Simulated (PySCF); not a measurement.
CH₄ClNOSi₂, SMILES Cl[Si@H]1OC=N[SiH2]1.

Geometry: PBE-D3(BJ)/def2-SVP. The structure was generated by enumeration; whether it is a known compound was not checked.

Level of theory: TDA-CAM-B3LYP/def2-SVPD (PySCF).

Vertical excitations. The molecule is in vacuum.

```tsv
state	energy (eV)	λ (nm)	f	main pairs
S1	5.06	245	0.010	HOMO→LUMO 73 %
S2	6.14	202	0.087	HOMO→LUMO+1 68 %
S3	6.33	196	0.030	HOMO→LUMO+2 22 %, HOMO→LUMO+3 19 %, HOMO→LUMO+1 19 %, HOMO→LUMO 12 %
S4	6.44	193	0.027	HOMO−1→LUMO 74 %
S5	6.92	179	0.004	HOMO−1→LUMO+1 90 %
S6	6.97	178	0.005	HOMO−2→LUMO 57 %, HOMO→LUMO+3 12 %, HOMO→LUMO+2 11 %
S7	7.05	176	0.184	HOMO→LUMO+2 40 %, HOMO→LUMO+3 22 %, HOMO−1→LUMO 12 %, HOMO→LUMO+4 6 %
S8	7.23	172	0.003	HOMO→LUMO+4 68 %, HOMO−2→LUMO+1 13 %
S9	7.46	166	0.053	HOMO−2→LUMO+1 52 %, HOMO−1→LUMO+2 9 %, HOMO−1→LUMO+3 8 %
S10	7.57	164	0.015	HOMO−3→LUMO 38 %, HOMO−2→LUMO+2 13 %, HOMO−2→LUMO+3 12 %, HOMO−2→LUMO 8 %
T1	4.60	269	0	HOMO→LUMO 68 %
T2	4.85	256	0	HOMO−1→LUMO 52 %, HOMO−1→LUMO+3 19 %, HOMO−1→LUMO+2 9 %
T3	5.42	229	0	HOMO→LUMO+1 77 %
T4	5.54	224	0	HOMO→LUMO+3 25 %, HOMO−2→LUMO 20 %, HOMO→LUMO 15 %, HOMO→LUMO+2 11 %
```
Triplets are in the Tamm–Dancoff approximation.
